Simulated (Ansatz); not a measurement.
The same redistribution along the group Al, Ga, In.

Program: Ansatz. Geometries: PBE0-D4/def2-TZVP. ΔE: electronic, gas phase. CCSD(T)/CBS is the MP2 limit (def2-TZVPP, def2-QZVPP) plus CCSD(T) − MP2 in def2-TZVPP, frozen cores. Elements past krypton have def2 core potentials. For Ga, Ge, In outer-core shells are correlated without core-valence functions, which leaves a few kJ/mol of doubt a bond. Scalar relativity is left out up to krypton. Each species was taken in one conformer, which may not be the lowest.

Problem. Order these by ΔE at CCSD(T)/CBS, lowest first. (Best estimate.)
A. `[OH][Al]([F])[SH]` + `C[O][GeH]([F])[O]C` → `[OH][Al]([F])[F]` + `C[O][GeH]([SH])[O]C`
B. `[OH][In]([F])[SH]` + `C[O][GeH]([F])[O]C` → `[OH][In]([F])[F]` + `C[O][GeH]([SH])[O]C`
C. `[OH][Ga]([F])[SH]` + `C[O][GeH]([F])[O]C` → `[OH][Ga]([F])[F]` + `C[O][GeH]([SH])[O]C`

Solution. A (-48.1 kJ/mol), C (+42.3 kJ/mol), B (+71.2 kJ/mol).

Largest T1 diagnostic: 0.018, for `[OH][In]([F])[F]`.
